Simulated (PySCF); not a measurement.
# Correlation energy of Ru (ruthenium, neutral)

[Kr] 4d8, high-spin 3F determinant (an excited configuration). All numbers are calculated (PySCF 2.14, scalar relativity through the core potential, in def2-QZVPPD with the def2 core potential (28 electrons)). Frozen: nothing; 16 electrons correlated.

```json
{"level": "CCSD", "correlation energy (mhartree)": "-553.53"}
{"level": "(T)", "correlation energy (mhartree)": "-23.35"}
{"level": "CCSD(T)", "correlation energy (mhartree)": "-576.88"}
```

Diagnostics: T1 = 0.0092, D1 = 0.0204, largest double amplitude 0.021.

Cost of the coupled-cluster step: about 120 core-seconds, for 16 correlated electrons.

The basis has no tight functions for the innermost shells, so their pair energies are far from complete.

This basis was not built for core-valence correlation, so the inner-shell part is incomplete.
